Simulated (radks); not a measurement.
Species: the iridium ion Ir38+. Configuration: [Kr] 4d3. Method: scalar-relativistic Kohn-Sham, SCAN, spin-polarised, spherical densities, finite nucleus; open shells are filled with parallel spins first (spin-orbit coupling, left out, can overturn this in heavy ions); meta-GGA in the generalised Kohn-Sham scheme; Fermi nuclear charge, rms radius 5.4032 fm; computed with a radial shooting solver on a logarithmic mesh with Libxc functionals.

X-ray form factor f0, the Fourier transform of the density (f0(0) = 39):

sin(theta)/lambda (1/angstrom)  f0 (electrons)
0.05                                    38.951
0.1                                     38.804
0.15                                    38.561
0.2                                     38.226
0.25                                    37.802
0.3                                     37.296
0.4                                     36.060
0.5                                     34.579
0.6                                     32.918
0.8                                     29.331
1                                       25.787
1.25                                    21.905
1.5                                     18.841
2                                       14.656
